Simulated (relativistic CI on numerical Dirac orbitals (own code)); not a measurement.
# Hyperfine structure of Au43+, mass number 197

Computed by Dirac-Coulomb-Breit CI, KLI orbitals optimised for each configuration, QED by a radiative potential, unscaled Slater integrals (own radial code, finite nucleus).

Configurations in the expansion (outside the closed core [Ar] 3d10): 4s2 4p6, 4s2 4p5 4d, 4s 4p6 4d, 4s2 4p5 4f, 4s 4p6 4f, 4p6 4d 4f, 4s2 4p5 5s, 4p6 4d2, 4p5 4d3, 4p5 4d2 4f, 4p5 4d2 5s, 4p6 4f2, 4p5 4d 4f2, 4p5 4f3, 4p5 4f2 5s. Double excitations out of closed p, d and f shells are left out; levels of such configurations are missing from the list, as are those of other unlisted configurations, and high levels can miss mixing partners.

Nuclear spin I = 3/2, μ = 0.1452 μN, Q = 0.547 b (tables of Stone and Pyykkö). The electronic factors are computed for point nuclear moments, without core polarisation or the Bohr-Weisskopf and QED corrections.

```tsv
Level	E (Ry)	A (MHz)	B (MHz)
4s2 4p5 4d 3P°_1	12.6204	4644	23200
4s2 4p5 4d 3F°_3	12.8377	5379	-69400
4s2 4p5 4d 3D°_2	12.9582	5365	-4980
4s2 4p5 4d 3F°_4	14.5594	3577	-66300
4s2 4p5 4d 3D°_3	15.2180	3095	29800
4s2 4p5 4d 3F°_2	22.3077	20250	19200
4s2 4p5 4d 1P°_1	24.0719	-12850	5220
4s2 4p5 4f 3D_1	29.3572	-13210	-4240
```

Levels with J = 0, under 50 % of one LS term, or S terms without an open s electron are left out. Small factors come from cancelling terms and can be off by tens of per cent or more.

At this charge energies of transitions that change n are usually good to better than 1 %, and those within a shell (Δn = 0) to a few per cent.

Question: Give the hyperfine levels of 4s2 4p5 4d 3F°_2 relative to its centre of gravity.

Answer: With K = F(F + 1) − I(I + 1) − J(J + 1), E = AK/2 + B[¾K(K + 1) − I(I + 1)J(J + 1)]/[2I(2I − 1)J(2J − 1)]: F = 1/2: -74310, F = 3/2: -60750, F = 5/2: -22140, F = 7/2: 65550 MHz.

LS names give the leading component of a level, which can be under half, so a name can repeat, a term be missing and a line seem to break the LS rules.
